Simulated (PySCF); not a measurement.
As₃, doublet: data card

These are results of PySCF, UPBE0, basis As def2-TZVP (no relativity, density fitting), not measurements.

The structure is a minimum.

```xyz
3
charge 0 multiplicity 2, angstrom
As    0.6476   -1.2340    0.0000
As   -1.2952    0.0000    0.0000
As    0.6476    1.2340    0.0000
```

| Quantity | Value |
| --- | --- |
| Point group | C2v |
| Bond lengths | As–As 2.302 Å (×2), As–As 2.468 Å |
| Bond angles | As–As–As 57.6° (×2), As–As–As 64.8° |
| Rotational constants | 0.08941, 0.07389, 0.04046 cm⁻¹ |
| Entropy at 298.15 K and 1 bar (electronic part: spin only) | 317.3 J/(mol K) |
| Zero-point energy | 4.6 kJ/mol |
| Rotational symmetry number | 2 |
| Spin squared ⟨S²⟩ | 0.838 |
| Principal polarisabilities | 52.6, 94.3, 105.5 bohr³ |
| Lowest empty level (α) | -3.25 eV |
| Highest occupied level (α) | -5.52 eV |
| Atomisation energy without zero-point energy | 593 kJ/mol |
| Enthalpy at 298.15 K above 0 K | 13.78 kJ/mol |
| Dipole moment | 0.50 D |
| Heat capacity Cp at 298.15 K | 55.1 J/(mol K) |
| Principal quadrupole moments (Buckingham, traceless) about the centre of mass | -0.72, -0.26, 0.97 D Å |

Harmonic modes (masses in u: As 74.922):
```
symmetry  ω (cm⁻¹)  IR (km/mol)  μ (u)
      b2       155          8.3  74.92
      a1       243          0.2  74.92
      a1       368          0.1  74.92
```

In C2v the vibrations span b2 + 2a1. Here b1 is antisymmetric to the molecular plane and b2 lies in it.

Charges (e):
```
atom  Mulliken  Löwdin  polar tensor  spin (Mulliken)  Mayer order to As1
 As1     -0.03   -0.03         -0.10             0.68                   –
 As2      0.06    0.05          0.19            -0.36                1.47
 As3     -0.03   -0.03         -0.10             0.68                1.13
```
Other Mayer orders above 0.3: As–As 1.47.

Mulliken populations on As1: s 7.92, p 14.99, d 10.11, f 0.01.

Other isomers or separated fragments may lie lower.

The final relaxation and frequency run took 67 s on 4 threads of a shared Intel Xeon 6975P-C (Granite Rapids) host, with 144 basis functions and 12 gradients; the process peaked at 1.3 GiB.
